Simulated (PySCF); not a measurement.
# Assignment exercise: C₈H₁₅B

Molfile (atoms numbered from 1):
```
C8H15B
     RDKit          3D

 24 25  0  0  0  0  0  0  0  0999 V2000
    2.5319    1.3962   -0.1103 B   0  0  0  0  0  0  0  0  0  0  0  0
    3.3013    0.0912    0.2771 C   0  0  0  0  0  0  0  0  0  0  0  0
    2.4392   -1.1679    0.3769 C   0  0  0  0  0  0  0  0  0  0  0  0
    1.0739   -0.8915    0.9980 C   0  0  0  0  0  0  0  0  0  0  0  0
    0.2534    0.1236    0.1996 C   0  0  1  0  0  0  0  0  0  0  0  0
   -1.1400    0.2819    0.7626 C   0  0  0  0  0  0  0  0  0  0  0  0
   -2.2213   -0.6958    0.4134 C   0  0  0  0  0  0  0  0  0  0  0  0
   -2.2723    0.7064   -0.1233 C   0  0  0  0  0  0  0  0  0  0  0  0
    0.9831    1.4671    0.0923 C   0  0  0  0  0  0  0  0  0  0  0  0
    3.1476    2.3908   -0.4399 H   0  0  0  0  0  0  0  0  0  0  0  0
    3.6944    0.3614    1.2842 H   0  0  0  0  0  0  0  0  0  0  0  0
    4.2129   -0.0637   -0.3238 H   0  0  0  0  0  0  0  0  0  0  0  0
    2.9582   -1.9580    0.9449 H   0  0  0  0  0  0  0  0  0  0  0  0
    2.2854   -1.5815   -0.6360 H   0  0  0  0  0  0  0  0  0  0  0  0
    0.5008   -1.8290    1.0861 H   0  0  0  0  0  0  0  0  0  0  0  0
    1.2026   -0.5158    2.0314 H   0  0  0  0  0  0  0  0  0  0  0  0
    0.1441   -0.2821   -0.8253 H   0  0  0  0  0  0  0  0  0  0  0  0
   -1.1597    0.6751    1.7871 H   0  0  0  0  0  0  0  0  0  0  0  0
   -2.9389   -0.9851    1.1855 H   0  0  0  0  0  0  0  0  0  0  0  0
   -1.9689   -1.4995   -0.2853 H   0  0  0  0  0  0  0  0  0  0  0  0
   -2.0537    0.8529   -1.1856 H   0  0  0  0  0  0  0  0  0  0  0  0
   -3.0253    1.3911    0.2755 H   0  0  0  0  0  0  0  0  0  0  0  0
    0.4827    2.1520   -0.6127 H   0  0  0  0  0  0  0  0  0  0  0  0
    0.9102    1.9989    1.0695 H   0  0  0  0  0  0  0  0  0  0  0  0
  1  2  1  0
  2  3  1  0
  3  4  1  0
  4  5  1  0
  5  6  1  0
  6  7  1  0
  7  8  1  0
  5  9  1  0
  9  1  1  0
  8  6  1  0
  1 10  1  0
  2 11  1  0
  2 12  1  0
  3 13  1  0
  3 14  1  0
  4 15  1  0
  4 16  1  0
  5 17  1  6
  6 18  1  0
  7 19  1  0
  7 20  1  0
  8 21  1  0
  8 22  1  0
  9 23  1  0
  9 24  1  0
M  END
```

[PySCF 2.14: PBE0-D3(BJ)/def2-SVP geometry; PBE0/pcSseg-1 with gauge-including orbitals; one conformer; no solvent; relativity neglected]

Referencing at the same level of theory: ¹³C, ¹H against TMS.

(1) Assign these signals to the numbered atoms. ¹³C{¹H} NMR (computed): δ 43.7 (CH), 37.5 (CH2), 36.0 (CH2), 30.6 (CH2), 25.8 (CH2), 22.0 (CH), 5.8 (CH2), 5.7 (CH2).

(2) Assign these signals to the numbered atoms. ¹H NMR (600 MHz, computed): δ 7.63 (br, 1H), 2.32 (m, 1H), 2.04 (m, 1H), 1.85 (m, 1H), 1.82 (m, 1H), 1.31 (m, 1H), 1.11 (m, 1H), 0.74 (m, 1H), 0.60 (m, 1H), 0.47 (m, 1H), 0.45 (m, 1H), 0.25 (m, 1H), 0.09 (m, 1H), 0.04 (m, 1H), 0.04 (m, 1H).

Answers

(1) 
43.7 → C5, sp3 CH in a ring: saturated and bonded to C and H only
37.5 → C9, sp3 CH2 bonded to B
36.0 → C4, sp3 CH2 in a ring: aliphatic region, no heteroatom directly attached
30.6 → C2, sp3 CH2 bonded to B
25.8 → C3, sp3 CH2 in a ring: aliphatic region, no heteroatom directly attached
22.0 → C6, three-membered-ring carbon: carbons of three-membered rings are unusually shielded
5.8 → C7, three-membered-ring carbon
5.7 → C8, three-membered-ring carbon

C9 and C4; C7 and C8 lie closer than the usual error of such a calculation, so a measured spectrum could show them in the other order.

(2) 
```tsv
δ (ppm)	atoms	environment	reason
7.63	H10	hydrogen on a boron bonded to 2 C, in a 6-membered ring	–
2.32	H23	hydrogen on an sp3 CH2 bonded to B	–
2.04	H12	hydrogen on an sp3 CH2 bonded to B	–
1.85	H15	hydrogen on an sp3 CH2 in a ring	far from electronegative atoms and π systems
1.82	H13	hydrogen on an sp3 CH2 in a ring	–
1.31	H14	hydrogen on an sp3 CH2 in a ring	–
1.11	H16	hydrogen on an sp3 CH2 in a ring	far from electronegative atoms and π systems
0.74	H11	hydrogen on an sp3 CH2 bonded to B	–
0.60	H24	hydrogen on an sp3 CH2 bonded to B	–
0.47	H22	hydrogen on a three-membered-ring carbon	cyclopropane-type protons are shielded by the ring
0.45	H19	hydrogen on a three-membered-ring carbon	–
0.25	H18	hydrogen on a three-membered-ring carbon	–
0.09	H17	hydrogen on an sp3 CH in a ring	–
0.04	H21	hydrogen on a three-membered-ring carbon	cyclopropane-type protons are shielded by the ring
0.04	H20	hydrogen on a three-membered-ring carbon	–
```

H15 and H13; H22 and H19; H17 and H21; H21 and H20 lie closer than the usual error of such a calculation, so a measured spectrum could show them in the other order.

Hydrogens on boron are broadened and split by ¹¹B (spin 3/2, 80 %) and 10B (spin 3). A carbon bonded to boron is broadened by the quadrupolar boron nucleus and is often missing from a measured spectrum. Shifts are as computed. Against solution values, carbons near 30 ppm lie about +2 ppm off and those near 130 ppm about +5 ppm. Of 1313 compounds with measured shifts, 239 miss one by over three times the rms of a fit or turn the order of signals round; such compounds aren't used in these exercises. Multiplicities follow the n + 1 count of equivalent neighbours, as no J values were calculated; m marks all less simple cases, F and P coupling included.
